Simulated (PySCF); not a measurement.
# Electron correlation in S⁺ (sulfur, charge +1)

[Ne] 3s1 3p4, high-spin 4P determinant (an excited configuration). Computed with PySCF 2.14 in aug-cc-pwCVQZ (10s9p7d5f3g, 134 functions), with no relativity, point nucleus. Frozen: [Ne]; 5 electrons correlated.

MP2 pair energies summed by pair of shells (mhartree):

| pair | energy | share (%) |
| --- | --- | --- |
| 3p-3p | -85.15 | 87.0 |
| 3s-3p | -12.75 | 13.0 |

Total MP2 correlation energy: -97.90 mhartree.

Same-spin part -25.91 and opposite-spin part -71.99 mhartree; SCS-MP2 scales them by 1/3 and 6/5 to -95.02 mhartree.
